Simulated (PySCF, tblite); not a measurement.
Isomers of C8H10NP, one GFN2-xTB conformer each. Single-point energies are computed at PBE0/pcSseg-1 (PySCF, gas phase, no added dispersion term), electronic only.

```csv
SMILES,GFN2-xTB relative energy (kcal/mol)
C#CCn1cpcc1CC,19.8
Cc1cpc(C2CC2)cn1,0.0
N#CCCP1C=CCC=C1,31.2
```

Conformers: `[CH:1]#[C:2][CH2:3][n:4]1[cH:5][p:6][cH:7][c:8]1[CH2:9][CH3:10]` with C2–C3–N4–C5 103°, C7–C8–C9–C10 90°; `[CH3:1][c:2]1[cH:3][p:4][c:5]([CH:6]2[CH2:7][CH2:8]2)[cH:9][n:10]1` with P4–C5–C6–C7 35°; `[N:1]#[C:2][CH2:3][CH2:4][P:5]1[CH:6]=[CH:7][CH2:8][CH:9]=[CH:10]1` with C2–C3–C4–P5 -81°, C3–C4–P5–C6 -51°, C4–P5–C6–C7 129°, C6–C7–C8–C9 -27°, C7–C8–C9–C10 27°, C4–P5–C10–C9 -127°.

What does PBE0/pcSseg-1 give for the same structures?

| SMILES | PBE0/pcSseg-1 E (Eh) | PBE0/pcSseg-1 (kcal/mol) | GFN2-xTB (kcal/mol) | point group |
| --- | --- | --- | --- | --- |
| Cc1cpc(C2CC2)cn1 | -706.31033 | 0.0 | 0.0 | – |
| N#CCCP1C=CCC=C1 | -706.29337 | 10.6 | 31.2 | C1 |
| C#CCn1cpcc1CC | -706.26548 | 28.1 | 19.8 | C1 |

Both levels put the same isomer lowest; measured from each level's own lowest isomer, the values differ by up to 20.6 kcal/mol (N#CCCP1C=CCC=C1: 31.2 against 10.6). As drawn, the lowest has a three-membered ring, which the highest lacks; the highest has a C≡C bond, which the lowest lacks.

Which frontier levels, dipoles and rotational constants go with these structures?

```
          SMILES  HOMO (eV, PBE0/pcSseg-1)  LUMO (eV)  dipole (D)       A, B, C (MHz)
Cc1cpc(C2CC2)cn1                     -6.97      -1.90        0.89  3135, 723.7, 618.6
 N#CCCP1C=CCC=C1                     -6.45      -0.39        3.44  1703, 979.5, 805.0
   C#CCn1cpcc1CC                     -6.13      -0.17        3.75  1480, 969.9, 684.6
```

What happens when harmonic zero-point energies from GFN2-xTB frequencies are added?

| SMILES | ZPE (kcal/mol) | electronic (kcal/mol) | with ZPE (kcal/mol) |
| --- | --- | --- | --- |
| Cc1cpc(C2CC2)cn1 | 99.3 | 0.0 | 0.0 |
| N#CCCP1C=CCC=C1 | 97.8 | 10.6 | 9.2 |
| C#CCn1cpcc1CC | 98.8 | 28.1 | 27.7 |

The zero-point energies span 1.5 kcal/mol. The order is unchanged.
